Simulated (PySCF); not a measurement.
Ga(H)(SiH3)2 (GaH₇Si₂), SMILES [GaH]([SiH3])[SiH3].

Coordinates come from a ωB97X-D3(BJ)/def2-SVP optimisation.

Calculation: TDA-ωB97X/def2-SVPD (PySCF).

Vertical excitations.  State labels are in the subgroup C2.

Question: Give excitation energies, oscillator strengths and character. (An estimate is asked for; the answer gives what the named calculation found.)

Answer: 
```csv
state,symmetry,energy (eV),λ (nm),f,main pairs
S1,A,3.76,330,0.000,HOMO→LUMO 98 %
S2,B,4.49,276,0.003,HOMO−1→LUMO 97 %
S3,B,6.68,186,0.083,"HOMO→LUMO+4 60 %, HOMO→LUMO+1 17 %"
S4,B,6.93,179,0.267,"HOMO→LUMO+1 34 %, HOMO→LUMO+4 28 %, HOMO→LUMO+2 23 %"
S5,B,7.10,175,0.082,"HOMO→LUMO+1 37 %, HOMO→LUMO+2 33 %, HOMO−3→LUMO 16 %"
S6,A,7.16,173,0.023,"HOMO→LUMO+3 46 %, HOMO−2→LUMO 37 %, HOMO→LUMO+6 7 %"
S7,A,7.26,171,0.035,"HOMO−2→LUMO 55 %, HOMO→LUMO+3 31 %"
S8,B,7.36,168,0.048,HOMO−5→LUMO 73 %
S9,A,7.45,166,0.002,"HOMO−4→LUMO 70 %, HOMO−1→LUMO+2 20 %"
S10,B,7.49,165,0.025,"HOMO→LUMO+5 31 %, HOMO−3→LUMO 31 %, HOMO−5→LUMO 16 %, HOMO−1→LUMO+3 10 %"
T1,A,3.20,387,0,HOMO→LUMO 97 %
T2,B,4.00,310,0,HOMO−1→LUMO 95 %
T3,B,5.84,212,0,"HOMO→LUMO+2 44 %, HOMO→LUMO+4 26 %, HOMO→LUMO+1 16 %"
T4,B,6.32,196,0,"HOMO→LUMO+4 51 %, HOMO→LUMO+2 31 %"
```
Triplets are in the Tamm–Dancoff approximation.
